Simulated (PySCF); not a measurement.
C₄H₂BrF. Atoms are numbered in the order given.

```xyz
8

C     -0.1640    -3.7805     0.0000
C     -0.4013    -2.5770     0.0000
C     -0.7129    -1.1958     0.0000
C      0.2324    -0.2219     0.0000
F      1.5328    -0.4808     0.0000
Br    -0.1658     1.6199     0.0000
H      0.0520    -4.8395     0.0000
H     -1.7677    -0.8793     0.0000
```
Charge 0, spin multiplicity 1.

The structure is a stationary point at PBE-D3(BJ)/def2-SVP. The structure was generated by enumeration; whether it is a known compound was not checked.

These are PBE/pcSseg-1 in PySCF values and carry that method's errors.

GIAO shieldings, no solvent; atoms alike by connectivity are averaged. δ = σ(ref) − σ: ¹³C against TMS (σ = 182.0 ppm); ¹⁹F against CFCl3 (σ = 133.6 ppm); ¹H against TMS (σ = 31.49 ppm), references at their B3LYP-D3(BJ)/def2-TZVP geometries, non-relativistic (without spin–orbit terms, shifts of atoms bonded to Cl or Br come out too high).

```json
[
 {"atoms": "C4", "nucleus": "¹³C", "count": "1", "δ (ppm)": "179.6"},
 {"atoms": "C3", "nucleus": "¹³C", "count": "1", "δ (ppm)": "101.0"},
 {"atoms": "C1", "nucleus": "¹³C", "count": "1", "δ (ppm)": "96.9"},
 {"atoms": "C2", "nucleus": "¹³C", "count": "1", "δ (ppm)": "(withheld)"},
 {"atoms": "F5", "nucleus": "¹⁹F", "count": "1", "δ (ppm)": "-54.0"},
 {"atoms": "H8", "nucleus": "¹H", "count": "1", "δ (ppm)": "(withheld)"},
 {"atoms": "H7", "nucleus": "¹H", "count": "1", "δ (ppm)": "(withheld)"}
]
```

Question: Some entries are withheld; supply them. (An estimate is asked for; the answer gives what the named calculation found.)

Answer: 
- C2, δ (ppm): 81.8
- H8, δ (ppm): 5.64
- H7, δ (ppm): 3.96
